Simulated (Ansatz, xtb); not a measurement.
**Two isomers of C6H5S2+**

We compare a, `CC#Cc1cs[cH+]s1`, a singlet, with b, `C#C[c+]1scc(C)s1`, a singlet. Both are isolated ions in the gas phase, relaxed with B3LYP-D3(BJ)/def2-SVP.

a (Å):

```xyz
13

C    -1.0460    1.5762   -2.2235
C     0.0707    0.8783   -1.6203
C     1.0067    0.2920   -1.1061
C     2.0963   -0.3806   -0.5331
C     2.1724   -0.9298    0.7292
C     4.4278   -1.4128   -0.2983
S     3.6456   -1.6977    1.1591
S     3.5704   -0.5827   -1.4808
H    -0.9683    2.6603   -2.0372
H    -1.0633    1.4143   -3.3133
H    -1.9996    1.2213   -1.8008
H     1.3612   -0.9040    1.4586
H     5.4530   -1.7546   -0.4677
```

b (Å):

```xyz
13

C     1.6452    1.6892   -4.5669
C     1.5430    1.3058   -3.4173
C     1.4260    0.8643   -2.0966
C     0.9924    0.6938    0.4081
C     1.4521   -0.5458    0.0696
C     1.6440   -1.7128    0.9881
S     0.8611    1.8733   -0.8412
S     1.8388   -0.7260   -1.6230
H     1.7356    2.0299   -5.5867
H     0.7019    0.9891    1.4187
H     1.3559   -1.4340    2.0102
H     1.0266   -2.5692    0.6744
H     2.6960   -2.0383    1.0001
```

Quicker runs give these differences E(b) − E(a): GFN2-xTB +12.0 kJ/mol; HF/STO-3G −11.5 kJ/mol (at GFN2-xTB geometries); r2SCAN-D4/def2-SVP +10.1 kJ/mol (at GFN2-xTB geometries).

Problem. Estimate E(b) − E(a) at the level CCSD(T)/def2-SVP + ΔMP2/def2-TZVPP.

Solution. Calculated at CCSD(T)/def2-SVP + ΔMP2/def2-TZVPP: E(b) − E(a) = +8.5 kJ/mol, so structure a lies lower.

How the difference moves with the method:

| level | geometry | E(b) − E(a) (kJ/mol) | departure from the last row (kJ/mol) | job, with rough time for the two |
| --- | --- | --- | --- | --- |
| GFN2-xTB | GFN2-xTB | +12.0 | +3.5 | optimisation, 0.16 s |
| HF/STO-3G | GFN2-xTB | −11.5 | −20.0 | single point, 0.4 s |
| r2SCAN-D4/def2-SVP | GFN2-xTB | +10.1 | +1.6 | single point, 4.2 s |
| B3LYP-D3(BJ)/def2-SVP | B3LYP-D3(BJ)/def2-SVP | +7.8 | −0.7 | optimisation, 32 s |
| HF/def2-SVP | B3LYP-D3(BJ)/def2-SVP | +10.3 | +1.8 | part of the CCSD(T) run |
| MP2/def2-SVP | B3LYP-D3(BJ)/def2-SVP | +4.9 | −3.5 | part of the CCSD(T) run |
| CCSD(T)/def2-SVP | B3LYP-D3(BJ)/def2-SVP | +4.3 | −4.1 | single point |
| CCSD(T)/def2-SVP + ΔMP2/def2-TZVPP | B3LYP-D3(BJ)/def2-SVP | +8.5 |  | single point, 73 s |

As drawn, both hold the same kinds of bond in the same numbers.

HF/STO-3G puts the two in the other order. The largest departure from CCSD(T)/def2-SVP + ΔMP2/def2-TZVPP is that of HF/STO-3G, 20.0 kJ/mol. The last row adds to CCSD(T) the change of the MP2 difference between the two basis sets, here +4.1 kJ/mol.

With thermal terms from frequencies at re-optimised GFN2-xTB minima (ideal gas, soft modes damped towards free rotors, one conformer each, 298.15 K, 1 atm): on the last row, ΔE + ΔZPE = +8.4, ΔH = +8.2, ΔG = +10.2 kJ/mol.

The correlated steps freeze 16 core orbitals. Codes used: Ansatz 0.2.0, xtb 6.7.1; the last row on 4 threads of Arm Neoverse V2 on a shared host.
